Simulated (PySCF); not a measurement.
PySCF input file for C₃H₇S, SMILES [CH2]SCC, multiplicity 2, PBE-D3(BJ)/def2-SVP. The structure is a stationary point at PBE-D3(BJ)/def2-SVP. The isomer is the one that the SMILES or the coordinates give; other isomers of the formula were not compared. Other conformers were not sampled.

```python
import numpy as np
from pyscf import gto, scf, dft, df
from pyscf.hessian import thermo

mol = gto.M(
    atom='''
    C     1.62646270   -0.40106593    0.45233569
    S     0.56784130    0.06024431   -0.82304567
    C    -0.88310584    0.68594122    0.10829809
    C    -1.66796942   -0.40325368    0.83111747
    H     2.53882508   -0.94035701    0.16293451
    H     1.55476139    0.07504352    1.44251049
    H    -0.51927825    1.46585333    0.81058574
    H    -1.50126379    1.19852849   -0.65677468
    H    -1.02654987   -0.93014799    1.56541846
    H    -2.52977850    0.03490611    1.37640502
    H    -2.05450137   -1.15746509    0.11714364
    ''',
    basis='def2-SVP',
    charge=0,
    spin=1,
    max_memory=1600,
    verbose=3,
)
mf = dft.UKS(mol, xc='pbe').density_fit(auxbasis='def2-universal-jkfit')
mf.disp = 'd3bj'
mf.grids.level = 3
mf.conv_tol = 1e-11
mf.max_cycle = 100
mf.kernel()
fine, coarse = mf.grids, dft.Grids(mol).set(level=1).build(with_non0tab=True)
for _ in range(3):  # follow internal instabilities
    mf.grids = coarse
    mo, _, stable, _ = mf.stability(return_status=True, nroots=4)
    mf.grids = fine
    if stable:
        break
    mf.kernel(mf.make_rdm1(mo, mf.mo_occ))

# [left out here: the lines that compute and print the analytic Hessian (its translational invariance restored by hand, since the grid's response is missing), thermochemistry and intensities]
```

Program output:

```

WARN: HOMO -0.17725329574152 >= LUMO -0.17725329574152

converged SCF energy = -516.119013652601  <S^2> = 0.75293803  2S+1 = 2.0029359
<class 'pyscf.df.df_jk.DFUKS'> wavefunction is stable in the internal stability analysis

WARN: DFTD3 does not support analytical Hessian, using finite difference


WARN: Mole.unit (angstrom) is changed to Bohr

Mode                                 0                   1                   2
Irrep
Freq [cm^-1]                      108.8000            214.2141            237.1417
Reduced mass [au]                   2.3183              1.3755              1.0618
Force const [Dyne/A]                0.0162              0.0372              0.0352
Char temp [K]                     156.5390            308.2064            341.1942
Normal mode                   x     y     z       x     y     z       x     y     z
       0   C                -0.10 -0.10  0.03   -0.10  0.03  0.07    0.01  0.01 -0.00
       1   S                 0.02  0.05 -0.01   -0.00 -0.01 -0.03    0.01 -0.01 -0.02
       2   C                -0.04 -0.00 -0.07    0.02  0.02 -0.00    0.02 -0.03 -0.00
       3   C                 0.09 -0.01  0.07    0.07 -0.02 -0.01   -0.03  0.02  0.03
       4   H                -0.08 -0.09  0.05   -0.13 -0.09  0.19    0.31  0.55 -0.04
       5   H                -0.17 -0.20  0.08   -0.11  0.17  0.00   -0.45 -0.47  0.19
       6   H                -0.13  0.13 -0.17    0.08 -0.03  0.02    0.05 -0.03 -0.01
       7   H                -0.10 -0.17 -0.14   -0.01  0.07  0.06    0.02 -0.01  0.01
       8   H                 0.15  0.17  0.15    0.24 -0.28 -0.34   -0.04 -0.07 -0.04
       9   H                 0.03 -0.04  0.00    0.31 -0.02  0.37    0.07  0.11  0.11
      10   H                 0.20 -0.15  0.17   -0.26  0.19 -0.06   -0.18  0.09  0.04
Mode                                 3                   4                   5
Irrep
Freq [cm^-1]                      280.7413            357.1409            381.3062
Reduced mass [au]                   1.7382              2.1622              1.4304
Force const [Dyne/A]                0.0807              0.1625              0.1225
Char temp [K]                     403.9243            513.8463            548.6147
Normal mode                   x     y     z       x     y     z       x     y     z
       0   C                -0.08  0.03  0.03    0.03 -0.06 -0.00   -0.08 -0.09  0.04
       1   S                -0.04 -0.03 -0.03   -0.05 -0.02  0.07    0.03  0.02 -0.03
       2   C                 0.08  0.05  0.07   -0.03  0.09 -0.04    0.02 -0.04  0.01
       3   C                 0.08 -0.01 -0.04    0.08  0.00 -0.07   -0.03 -0.00  0.03
       4   H                 0.01  0.14  0.12    0.19  0.33 -0.24    0.21  0.48 -0.11
       5   H                -0.24  0.00  0.04    0.17 -0.01 -0.02    0.24  0.50 -0.21
       6   H                 0.18 -0.06  0.13   -0.11  0.15 -0.08    0.05 -0.07  0.03
       7   H                 0.06  0.18  0.16   -0.02 -0.01 -0.12    0.01  0.01  0.05
       8   H                -0.01  0.13  0.14    0.20 -0.02 -0.19   -0.08  0.01  0.07
       9   H                -0.14 -0.14 -0.28    0.09 -0.14  0.05   -0.03  0.07 -0.02
      10   H                 0.40 -0.12 -0.10    0.11  0.04 -0.12   -0.05 -0.01  0.05
Mode                                 6                   7                   8
Irrep
Freq [cm^-1]                      643.9390            741.9289            838.6000
Reduced mass [au]                   4.1480              1.1553              4.6127
Force const [Dyne/A]                1.0134              0.3747              1.9112
Char temp [K]                     926.4849           1067.4706           1206.5587
Normal mode                   x     y     z       x     y     z       x     y     z
       0   C                 0.03 -0.02  0.02   -0.00 -0.01 -0.01   -0.15  0.07 -0.14
       1   S                 0.06 -0.03 -0.05   -0.00 -0.00 -0.02    0.07 -0.03  0.06
       2   C                -0.15  0.12  0.07    0.05  0.02  0.08   -0.00  0.01  0.01
       3   C                -0.04 -0.01  0.03    0.01 -0.00  0.02   -0.01 -0.00  0.01
       4   H                 0.08  0.02  0.07    0.04 -0.01  0.13   -0.20  0.08 -0.31
       5   H                -0.03 -0.01  0.01   -0.10  0.09 -0.07   -0.05 -0.04 -0.09
       6   H                -0.07  0.07  0.08   -0.20  0.41 -0.22    0.02  0.02 -0.01
       7   H                -0.14  0.15  0.07   -0.08 -0.47 -0.14    0.01 -0.01 -0.01
       8   H                 0.09  0.02 -0.06   -0.24 -0.30  0.02   -0.02 -0.03  0.00
       9   H                -0.11 -0.25  0.12   -0.09 -0.04 -0.11   -0.03 -0.05  0.01
      10   H                 0.09 -0.02 -0.03    0.05  0.25 -0.27    0.02  0.02 -0.03
Mode                                 9                  10                  11
Irrep
Freq [cm^-1]                      880.6137            956.4513           1021.8205
Reduced mass [au]                   1.2736              1.5418              1.4301
[...]
       7   H                 0.11 -0.21 -0.06    0.37  0.23 -0.22   -0.51 -0.03  0.41
       8   H                 0.28  0.22 -0.24   -0.10 -0.25  0.02    0.03 -0.04 -0.10
       9   H                -0.03 -0.14  0.13   -0.12 -0.04 -0.13   -0.08 -0.16  0.11
      10   H                 0.24  0.06 -0.10    0.06  0.23 -0.15    0.10 -0.07  0.04
Mode                                15                  16                  17
Irrep
Freq [cm^-1]                     1324.6038           1337.5625           1393.4963
Reduced mass [au]                   1.1381              1.2478              1.0955
Force const [Dyne/A]                1.1765              1.3153              1.2534
Char temp [K]                    1905.8099           1924.4547           2004.9310
Normal mode                   x     y     z       x     y     z       x     y     z
       0   C                 0.06 -0.02  0.07    0.00  0.00 -0.00    0.01 -0.00  0.01
       1   S                -0.00  0.00 -0.00    0.00 -0.00  0.00   -0.00  0.00 -0.00
       2   C                -0.02 -0.01  0.02    0.01  0.00 -0.01    0.01  0.08 -0.02
       3   C                 0.01 -0.00 -0.01   -0.07 -0.09  0.06   -0.01 -0.01  0.02
       4   H                -0.22 -0.10 -0.62   -0.00  0.00 -0.01   -0.02 -0.01 -0.06
       5   H                -0.56  0.28 -0.13   -0.01 -0.00 -0.00   -0.05  0.02 -0.01
       6   H                 0.03  0.05 -0.07   -0.07  0.06 -0.02    0.27 -0.45  0.40
       7   H                 0.10  0.05 -0.04   -0.03  0.07  0.06   -0.17 -0.57 -0.29
       8   H                -0.01  0.01  0.02    0.42  0.21 -0.16    0.08  0.06 -0.02
       9   H                 0.02  0.02  0.00    0.10  0.50 -0.16   -0.05 -0.00 -0.04
      10   H                -0.00 -0.00  0.00    0.25  0.17 -0.37   -0.04  0.06 -0.04
Mode                                18                  19                  20
Irrep
Freq [cm^-1]                     1408.4457           1423.4870           2972.0713
Reduced mass [au]                   1.0355              1.0450              1.0366
Force const [Dyne/A]                1.2103              1.2476              5.3950
Char temp [K]                    2026.4398           2048.0809           4276.1489
Normal mode                   x     y     z       x     y     z       x     y     z
       0   C                -0.00  0.00 -0.00   -0.00 -0.00  0.00   -0.00  0.00 -0.00
       1   S                -0.00  0.00  0.00   -0.00  0.00  0.00    0.00 -0.00 -0.00
       2   C                -0.01  0.01 -0.02    0.02 -0.02 -0.01    0.00 -0.00 -0.00
       3   C                -0.03 -0.00 -0.03    0.02 -0.04 -0.01   -0.03 -0.03  0.03
       4   H                 0.00  0.00  0.01    0.00  0.00 -0.00    0.00 -0.00 -0.00
       5   H                 0.01  0.00  0.00   -0.00 -0.00  0.00    0.00  0.00  0.00
       6   H                 0.01 -0.09  0.07   -0.07  0.02 -0.00    0.01  0.03  0.03
       7   H                 0.02 -0.01 -0.06   -0.03  0.04  0.06   -0.02  0.01 -0.02
       8   H                -0.38 -0.02  0.28    0.02  0.53  0.39   -0.31  0.24 -0.34
       9   H                 0.39  0.12  0.53   -0.03 -0.31  0.15    0.50 -0.27 -0.32
      10   H                 0.46 -0.05 -0.23   -0.35  0.43 -0.29    0.18  0.35  0.34
Mode                                21                  22                  23
Irrep
Freq [cm^-1]                     2983.4467           3045.2151           3062.0474
Reduced mass [au]                   1.0624              1.1044              1.1025
Force const [Dyne/A]                5.5717              6.0340              6.0904
Char temp [K]                    4292.5155           4381.3865           4405.6045
Normal mode                   x     y     z       x     y     z       x     y     z
       0   C                 0.00 -0.00  0.00    0.00 -0.00 -0.00    0.00  0.00  0.00
       1   S                -0.00  0.00  0.00   -0.00  0.00 -0.00    0.00 -0.00 -0.00
       2   C                -0.00  0.07  0.01   -0.05  0.00 -0.07   -0.00  0.01 -0.00
       3   C                 0.00 -0.01 -0.00    0.02 -0.00  0.02   -0.05  0.06  0.03
       4   H                -0.01  0.00  0.00    0.00 -0.00 -0.00   -0.00  0.00  0.00
       5   H                -0.00 -0.01 -0.02    0.00  0.00  0.01    0.00 -0.00 -0.01
       6   H                -0.28 -0.56 -0.51    0.16  0.34  0.30   -0.01 -0.02 -0.01
       7   H                 0.30 -0.23  0.37    0.42 -0.35  0.52    0.05 -0.04  0.06
       8   H                -0.03  0.02 -0.03   -0.14  0.11 -0.15    0.26 -0.20  0.31
       9   H                -0.01  0.01  0.01   -0.03  0.02  0.03    0.54 -0.28 -0.34
      10   H                 0.03  0.05  0.05   -0.06 -0.12 -0.11   -0.17 -0.29 -0.29
Mode                                24                  25                  26
Irrep
Freq [cm^-1]                     3077.6743           3080.6167           3217.1861
Reduced mass [au]                   1.1047              1.0485              1.1217
Force const [Dyne/A]                6.1652              5.8628              6.8406
Char temp [K]                    4428.0880           4432.3216           4628.8146
Normal mode                   x     y     z       x     y     z       x     y     z
       0   C                 0.00 -0.00  0.00   -0.04 -0.00 -0.05    0.06 -0.05 -0.06
       1   S                -0.00  0.00  0.00    0.00 -0.00  0.00    0.00 -0.00 -0.00
       2   C                -0.02 -0.00 -0.02    0.00  0.00  0.00   -0.00  0.00  0.00
       3   C                -0.05 -0.01 -0.07   -0.00  0.00 -0.00   -0.00  0.00 -0.00
       4   H                -0.01  0.00  0.00    0.49 -0.30 -0.17   -0.62  0.37  0.19
       5   H                 0.00 -0.00 -0.01   -0.07  0.33  0.69   -0.04  0.24  0.51
       6   H                 0.06  0.12  0.11   -0.01 -0.01 -0.01   -0.00 -0.00 -0.00
       7   H                 0.13 -0.11  0.16    0.00 -0.00  0.01   -0.00  0.00  0.00
       8   H                 0.37 -0.30  0.41    0.01 -0.01  0.01   -0.00 -0.00  0.00
       9   H                -0.02  0.00 -0.00    0.01 -0.00 -0.00    0.00 -0.00 -0.00
      10   H                 0.22  0.44  0.42    0.00  0.00  0.00    0.00  0.00  0.00
temperature 298.1500 [K]
pressure 101325.00 [Pa]
Rotational constants [GHz] 10.66355 3.94747 3.30011
Symmetry number 1
Zero-point energy (ZPE) 0.08768 [Eh]   230214.127 [J/mol]
                           tot       elec      trans        rot        vib
Entropy [J/mol/K]       325.231      5.763    162.617    105.651     51.200
Cv [J/mol/K]             88.521      0.000     12.472     12.472     63.577
Cp [J/mol/K]             96.835      0.000     20.786     12.472     63.577
Internal energy [J/mol]                      3718.434   3718.434 239213.061
Internal energy [Eh]   -516.02507  -516.11901
Enthalpy [J/mol]                             6197.391   3718.434 239213.061
Enthalpy [Eh]          -516.02413
Gibbs free energy [J/mol]                  -42286.852 -27781.405 223947.928
Gibbs free energy [Eh] -516.06106
mode   freq/cm-1   IR/(km/mol)
   1      108.80         0.196
   2      214.21         1.118
   3      237.14         3.471
   4      280.74         0.305
   5      357.14        14.188
   6      381.31        62.524
   7      643.94         1.000
   8      741.93         2.814
   9      838.60         3.815
  10      880.61         0.685
  11      956.45         9.623
  12     1021.82         1.027
  13     1048.45         3.410
  14     1218.85         1.776
  15     1232.94        15.997
  16     1324.60         0.889
  17     1337.56         4.999
  18     1393.50         4.144
  19     1408.45        11.145
  20     1423.49         3.200
  21     2972.07        20.311
  22     2983.45        17.542
  23     3045.22         2.447
  24     3062.05        13.474
  25     3077.67        11.411
  26     3080.62         2.949
  27     3217.19         0.306
max |gradient| / (hartree/bohr): 3.7320646402566525e-05
APT charges: [-0.1395 -0.0948  0.1743 -0.0164  0.0671  0.0484 -0.0422 -0.0096  0.0178
 -0.0132  0.008 ]
```

The calculation finished and met its thresholds.

Cost: about 5 core-minutes (a rough figure).
